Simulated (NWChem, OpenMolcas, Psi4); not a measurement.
**Predicting a hybrid from its neighbours: CH5InO2**

The species is CH5InO2 (9 atoms), meant as a singlet with charge 0. As SMILES, `[CH3][In]([OH])[OH]`. The shape is that of a PBE0-D4/def2-TZVP optimisation. This is one conformer, not always the lowest.

The HOMO–LUMO gap y, in eV, basis def2-SVP with a core potential; a is the functional's share of exact exchange. Programs: NWChem 7.3.0, OpenMolcas 26.06, Psi4 1.11.

```
functional     program     a  y (eV)
      TPSS  OpenMolcas     0    4.74
       PBE  OpenMolcas     0    4.47
     TPSSh        Psi4   0.1       ?
     B3LYP      NWChem   0.2    6.41
      PBE0      NWChem  0.25    7.06
     BHLYP  OpenMolcas   0.5    9.48
```

Q: Fit y = c + s·a to the known rows and predict TPSSh.

A: 
1. Means of the 5 rows: a = 0.1900, y = 6.432.
2. Σ(Δa)² = 0.172, Σ(Δa·Δy) = 1.6766, so the slope is 1.6766/0.172 = 9.7477.
3. Intercept: 6.432 − (9.7477) × 0.1900 = 4.580. The largest residual of the fit is 0.16.
4. TPSSh: 4.580 + (9.7477) × 0.1 = 5.55 eV.

The run gave 5.75 eV, so the prediction is off by -0.20 eV, about the largest residual. Exact exchange lowers occupied levels and raises empty ones. The rows mix families of semi-local functionals, which the line can't see.
